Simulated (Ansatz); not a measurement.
`[F][GeH2][GeH3]` + `[SiH3][GeH2][SiH2][GeH2][GeH3]` → `[GeH3][GeH2][GeH2][GeH3]` + `F[SiH2][GeH2][SiH3]`  (redistribution)

Isolated molecules relaxed with PBE0-D4/def2-TZVP in Ansatz; ΔE leaves out vibrations. CCSD(T)/CBS adds triple-zeta CCSD(T) − MP2 to the extrapolated MP2 energy (def2 sets, frozen cores). DFT in def2-TZVPP. B3LYP here is the variant with VWN-RPA as its local correlation; programs differ in this. For Ge outer-core shells are correlated without core-valence functions, which leaves a few kJ/mol of doubt a bond. Scalar relativity is left out up to krypton. One conformer a species, not always the lowest.

`[F][GeH2][GeH3]`:

```xyz
8

F     1.779    1.469    0.386
Ge    0.072    1.177    0.134
Ge   -0.182   -1.217   -0.153
H    -0.629    1.736    1.385
H    -0.307    2.001   -1.109
H     0.618   -1.680   -1.377
H    -1.669   -1.541   -0.367
H     0.319   -1.945    1.101
```

`[SiH3][GeH2][SiH2][GeH2][GeH3]`:

Cartesian coordinates in Å:
```
Si 2.661 0.045 -0.201
Ge 0.985 -1.467 -0.951
Si -0.925 -0.254 -1.692
Ge -1.493 1.336 -0.015
Ge -1.594 0.247 2.149
H 3.868 -0.681 0.274
H 3.050 0.955 -1.310
H 2.121 0.864 0.917
H 0.569 -2.382 0.217
H 1.536 -2.364 -2.076
H -0.617 0.433 -2.977
H -2.073 -1.175 -1.913
H -2.841 2.014 -0.319
H -0.412 2.433 0.032
H -2.636 -0.883 2.122
H -1.975 1.244 3.255
H -0.224 -0.364 2.488
```

`[GeH3][GeH2][GeH2][GeH3]`:

```xyz
14

Ge    1.939   -0.932    1.096
Ge    1.418    0.499   -0.788
Ge   -0.834    1.369   -0.560
Ge   -2.371   -0.447   -0.101
H     0.991   -2.144    1.101
H     1.747   -0.160    2.412
H     3.389   -1.440    1.028
H     2.436    1.652   -0.876
H     1.514   -0.320   -2.089
H    -1.258    2.112   -1.841
H    -0.872    2.373    0.608
H    -2.267   -1.514   -1.203
H    -2.010   -1.100    1.244
H    -3.823    0.054   -0.032
```

`F[SiH2][GeH2][SiH3]`:

Cartesian coordinates in Å:
```
F 1.957 0.265 -1.726
Si 0.365 0.376 -1.921
Ge -0.711 -0.679 -0.079
Si 0.137 0.133 1.990
H 0.018 1.819 -1.978
H 0.026 -0.262 -3.219
H -2.220 -0.381 -0.181
H -0.529 -2.205 -0.167
H 1.579 -0.205 2.107
H -0.021 1.611 2.043
H -0.601 -0.472 3.130
```

(1) Is it downhill or uphill in electronic energy at CCSD(T)/CBS, and by how much? (Estimate.)

(2) What do these levels give: PBE-D4, ωB97X-V, B3LYP, SCS-MP2/def2-TZVPP, CCSD/def2-TZVPP, CCSD/CBS(def2)? (Best estimate.)

Largest T1 diagnostic among the species: 0.012.

Answers

(1) The calculation gave: Downhill: ΔE = -0.88 eV.

(2) The calculation gave: PBE-D4 -0.73, ωB97X-V -0.79, B3LYP -0.88, SCS-MP2/def2-TZVPP -0.87, CCSD/def2-TZVPP -0.87, CCSD/CBS(def2) -0.90 eV.

In def2-TZVPP, CCSD(T) changes the Hartree–Fock value by +0.08 eV (the triples alone add +0.03 eV) and MP2 by +0.04 eV. From PBE to PBE0 (25 % exact exchange), in def2-TZVPP and without D4, ΔE moves by −0.05 eV. The D4 term adds +0.07 eV with B3LYP and +0.04 eV with PBE0; it sums over pairs of atoms, weighted by their polarisabilities, and B3LYP, whose exchange is more repulsive, gets the larger term.
